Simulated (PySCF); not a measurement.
# Field gradients at the hydrogen positions

Compound: C₆H₇F₂NO.
Atom-mapped SMILES: `[CH3:1][CH:2]([CH3:3])[c:4]1[n:5][o:6][c:7]([F:8])[c:9]1[F:10]` (hydrogens: H11, H12, H13 on C1; H14 on C2; H15, H16, H17 on C3)

Cartesian coordinates in Å at the GFN2-xTB level; atoms count from 1:
```
atom  x, y, z in Å
C1    -1.486   -1.142    0.196
C2    -0.800    0.164    0.603
C3    -1.308    1.335   -0.242
C4     0.676    0.031    0.443
N5     1.508    0.149    1.441
O6     2.772   -0.023    0.978
C7     2.712   -0.251   -0.332
F8     3.844   -0.445   -0.973
C9     1.412   -0.233   -0.747
F10    0.944   -0.418   -1.980
H11   -1.305   -1.358   -0.855
H12   -2.558   -1.059    0.352
H13   -1.113   -1.971    0.794
H14   -0.991    0.365    1.661
H15   -2.377    1.460   -0.092
H16   -1.128    1.150   -1.299
H17   -0.808    2.257    0.044
```

Level: PBE0/pcSseg-1 (PySCF, non-relativistic); Q(2H) = 0.00286 b; rigid geometry, the same for H and D, with no vibrational averaging.

Q: Tabulate Vzz, the asymmetry η and χzz = 234.96 MHz × Q × Vzz for every hydrogen position.

A: 
| atom | bonded to | bond length (Å) | Vzz (au) | η | χzz (kHz) |
| --- | --- | --- | --- | --- | --- |
| H11 | C1 | 1.088 | 0.3106 | 0.03 | 209 |
| H12 | C1 | 1.087 | 0.3163 | 0.02 | 213 |
| H13 | C1 | 1.087 | 0.3133 | 0.02 | 211 |
| H14 | C2 | 1.093 | 0.2935 | 0.02 | 197 |
| H15 | C3 | 1.087 | 0.3164 | 0.02 | 213 |
| H16 | C3 | 1.088 | 0.3107 | 0.03 | 209 |
| H17 | C3 | 1.087 | 0.3134 | 0.02 | 211 |

The structure is a single GFN2-xTB conformer in the gas phase; no vibrational or solvent corrections. GFN2-xTB bond lengths can be off by several hundredths of an ångström, more for odd bonds, and the gradients follow them. With so small a basis the couplings can be 20 % off.
